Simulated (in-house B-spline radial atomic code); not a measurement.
A run on an ion of nuclear charge 65 with 65.6 electrons that did not converge. Method: scalar-relativistic (X2C) PBEsol, spin-polarised, spherical fractional occupations, Fermi nucleus of rms radius 5.06 fm; computed with an all-electron radial atomic-structure program (B-spline basis).

Command:
```bash
python run_scf.py task.json out
```
Settings (nuclear radius in fm, mass in u):
```
Z                65
configuration    [Xe] 4f9.6 6s2
hamiltonian      x2c
method           pbesol
spin_polarised   True
nucleus          fermi
rms_radius       5.06
atomic_mass      158.92535
speed_of_light   137.035999084
```

First and last ten iterations of the last attempt (damped for 15 steps, keeping 80 % of the old Fock matrix, then DIIS):
```
 iter        energy (Eh)    residual
    1      -11659.569806    7.03e-01
    2      -11658.117790    1.34e+00
    3      -11681.144114    8.32e-01
    4      -11693.490739    4.99e-01
    5      -11699.568919    3.07e-01
    6      -11702.282648    1.97e-01
    7      -11703.384842    1.16e-01
    8      -11703.813208    7.59e-02
    9      -11703.993069    5.30e-02
   10      -11704.082408    3.92e-02
  111      -11702.107163    1.33e-01
  112      -11704.088510    3.70e-02
  113      -11704.112588    3.23e-02
  114      -11701.921184    1.41e-01
  115      -11661.510667    5.52e-01
  116      -11661.517759    5.52e-01
  117      -11661.504411    5.52e-01
  118      -11661.502256    5.52e-01
  119      -11661.483891    5.52e-01
  120      -11661.497290    5.52e-01
 not converged after 120 iterations
```

The smallest residual met was 2.1e-02; the threshold is about 6e-07. No energy from this run should be used. The likely cause: this method binds the added charge weakly or not at all at the basis-set limit, so charge moves back and forth between the atom and the box. Time taken, with all properties: 2.9 s on 1 thread of x86-64 server CPU, on a shared host.
